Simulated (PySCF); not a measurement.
Simulation results for BH$_{5}$NSi, BH$_{5}$NOSi, BClH$_{3}$OSi

Computed with PySCF 2.14.0. Calculation on a computer-drawn molecule: the log of a Hartree-Fock and frozen-core CCSD(T) single point meant for a local Hartree-Fock minimum, with one planted fault or none, to be diagnosed. Offsets are logged minus clean, where the clean run is the same molecule without the fault. The reference is restricted for singlets and unrestricted otherwise, and also for a bond in bohr or an excited solution. Adding or removing an electron swaps singlet and doublet. The excited solution moves the top pair (singlet) or top alpha electron (doublet) to the lowest empty orbital. Highest occupied and lowest empty are orbital energies over both spins, largest force is the largest gradient component, triples share is (T) over the correlation energy, the T1 limit is 0.02 restricted and 0.045 unrestricted, electrons count all cores, a negative frequency is imaginary (commonest isotopes), and the dipole is about the centre of nuclear charge.

Common to all runs: meant charge 0; meant multiplicity 2; meant basis cc-pV(D+d)Z; logged SCF converged yes; logged CC converged yes; logged SCF stable within its kind yes; possible faults no fault, one electron removed, one electron added, multiplicity raised by two, geometry at a saddle point, SCF held on an excited solution, minimal basis STO-3G, one bond length entered in bohr, all coordinates scaled.

(1) 
```xyz
8
formula=BH5NSi logged_electrons=31 logged_basis_functions=76 logged_spin_squared=3.7627 logged_highest_occupied=-8.1048 logged_lowest_empty=-1.4218 logged_largest_force=0.039889 logged_T1_diagnostic=0.039569 logged_D1_diagnostic=0.22051 logged_triples_share=0.027399 logged_dipole_magnitude=3.3908 logged_energy_HF=-370.80049 logged_energy_CCSD(T)=-371.17863 planted_fault=multiplicity_raised_by_two HF_energy_offset_from_clean_run=76.22 CCSD(T)_energy_offset_from_clean_run=80.82
B      0.6630    -0.9607     1.1268
Si    -0.7019     0.0373     0.0380
N     -0.0238     0.4497    -1.4957
H      0.6960    -1.7884     1.9868
H     -1.0906     1.1907     0.9036
H     -1.9442    -0.7237    -0.2427
H     -0.6173     0.8670    -2.1892
H      0.8831     0.8785    -1.5189
```

Units: logged_highest_occupied, logged_lowest_empty in eV; logged_largest_force in hartree/bohr; logged_dipole_magnitude in debye; logged_energy_HF, logged_energy_CCSD(T) in hartree; HF_energy_offset_from_clean_run, CCSD(T)_energy_offset_from_clean_run in kcal/mol.

Drawn bonds:
```
atom  other atom  order
   1           2      1
   2           3      1
   1           4      1
   2           5      1
   2           6      1
   3           7      1
   3           8      1
```

(2) 
```xyz
9
formula=BH5NOSi logged_electrons=38 logged_basis_functions=90 logged_spin_squared=0 logged_highest_occupied=-15.918 logged_lowest_empty=-6.4204 logged_largest_force=0.084011 logged_T1_diagnostic=0.020804 logged_D1_diagnostic=0.076319 logged_triples_share=0.02461 logged_dipole_magnitude=5.1309 logged_energy_HF=-445.56943 logged_energy_CCSD(T)=-446.12992 planted_fault=one_electron_removed HF_energy_offset_from_clean_run=172.8 CCSD(T)_energy_offset_from_clean_run=177.2
B      0.8416    -1.9082    -4.6825
Si     0.4746    -1.3018    -2.8099
N     -1.1277    -1.7639    -2.4220
O      1.7004    -2.0135    -1.9477
H      1.2319    -1.4896    -5.7296
H      0.5080     0.1562    -2.5364
H     -1.6308    -1.3152    -1.6801
H     -1.4293    -2.7132    -2.5374
H      1.8643    -1.7210    -1.0639
```

Units: logged_highest_occupied, logged_lowest_empty in eV; logged_largest_force in hartree/bohr; logged_dipole_magnitude in debye; logged_energy_HF, logged_energy_CCSD(T) in hartree; HF_energy_offset_from_clean_run, CCSD(T)_energy_offset_from_clean_run in kcal/mol.

Drawn bonds:
```
atom  other atom  order
   1           2      1
   2           3      1
   2           4      1
   1           5      1
   2           6      1
   3           7      1
   3           8      1
   4           9      1
```

Notes: T1 above single-reference limit.

(3) 
```xyz
9
formula=BH5NOSi logged_electrons=39 logged_basis_functions=29 logged_spin_squared=0.7546 logged_highest_occupied=-6.8953 logged_lowest_empty=6.4565 logged_largest_force=0.0446 logged_T1_diagnostic=0.010099 logged_D1_diagnostic=0.036537 logged_triples_share=0.016122 logged_dipole_magnitude=1.2799 logged_energy_HF=-440.38144 logged_energy_CCSD(T)=-440.55513 planted_fault=minimal_basis_STO-3G HF_energy_offset_from_clean_run=3428 CCSD(T)_energy_offset_from_clean_run=3675
B      0.8416    -1.9082    -4.6825
Si     0.4746    -1.3018    -2.8099
N     -1.1277    -1.7639    -2.4220
O      1.7004    -2.0135    -1.9477
H      1.2319    -1.4896    -5.7296
H      0.5080     0.1562    -2.5364
H     -1.6308    -1.3152    -1.6801
H     -1.4293    -2.7132    -2.5374
H      1.8643    -1.7210    -1.0639
```

Units: logged_highest_occupied, logged_lowest_empty in eV; logged_largest_force in hartree/bohr; logged_dipole_magnitude in debye; logged_energy_HF, logged_energy_CCSD(T) in hartree; HF_energy_offset_from_clean_run, CCSD(T)_energy_offset_from_clean_run in kcal/mol.

Drawn bonds:
```
atom  other atom  order
   1           2      1
   2           3      1
   2           4      1
   1           5      1
   2           6      1
   3           7      1
   3           8      1
   4           9      1
```

(4) 
```xyz
9
formula=BH5NOSi logged_electrons=39 logged_basis_functions=90 logged_spin_squared=1.5367 logged_highest_occupied=-8.6482 logged_lowest_empty=1.3257 logged_largest_force=0.019552 logged_T1_diagnostic=0.066006 logged_D1_diagnostic=0.37274 logged_triples_share=0.032096 logged_dipole_magnitude=2.3936 logged_energy_HF=-445.70176 logged_energy_CCSD(T)=-446.26415 planted_fault=one_bond_length_entered_in_bohr,row_7_of_the_drawn_bonds HF_energy_offset_from_clean_run=89.81 CCSD(T)_energy_offset_from_clean_run=92.97
B      0.8416    -1.9082    -4.6825
Si     0.4746    -1.3018    -2.8099
N     -1.1277    -1.7639    -2.4220
O      1.7004    -2.0135    -1.9477
H      1.2319    -1.4896    -5.7296
H      0.5080     0.1562    -2.5364
H     -1.6308    -1.3152    -1.6801
H     -1.6977    -3.5579    -2.6401
H      1.8643    -1.7210    -1.0639
```

Units: logged_highest_occupied, logged_lowest_empty in eV; logged_largest_force in hartree/bohr; logged_dipole_magnitude in debye; logged_energy_HF, logged_energy_CCSD(T) in hartree; HF_energy_offset_from_clean_run, CCSD(T)_energy_offset_from_clean_run in kcal/mol.

Drawn bonds:
```
atom  other atom  order
   1           2      1
   2           3      1
   2           4      1
   1           5      1
   2           6      1
   3           7      1
   3           8      1
   4           9      1
```

Notes: T1 above single-reference limit.

(5) 
```xyz
7
formula=BClH3OSi logged_electrons=47 logged_basis_functions=31 logged_spin_squared=0.754 logged_highest_occupied=-7.8392 logged_lowest_empty=5.2846 logged_largest_force=0.035835 logged_T1_diagnostic=0.010045 logged_D1_diagnostic=0.03816 logged_triples_share=0.019965 logged_dipole_magnitude=2.9173 logged_energy_HF=-840.11076 logged_energy_CCSD(T)=-840.23491 planted_fault=minimal_basis_STO-3G HF_energy_offset_from_clean_run=6053 CCSD(T)_energy_offset_from_clean_run=6307
B     -0.7522     0.0503     0.5404
Si     0.3378    -1.3734     1.4240
O      1.1955    -2.1798     0.2855
Cl     1.6042    -0.3169     2.6993
H     -1.7884     0.6030     0.7433
H     -0.3607    -2.3420     2.2891
H      1.7220    -2.9233     0.5411
```

Units: logged_highest_occupied, logged_lowest_empty in eV; logged_largest_force in hartree/bohr; logged_dipole_magnitude in debye; logged_energy_HF, logged_energy_CCSD(T) in hartree; HF_energy_offset_from_clean_run, CCSD(T)_energy_offset_from_clean_run in kcal/mol.

Drawn bonds:
```
atom  other atom  order
   1           2      1
   2           3      1
   2           4      1
   1           5      1
   2           6      1
   3           7      1
```
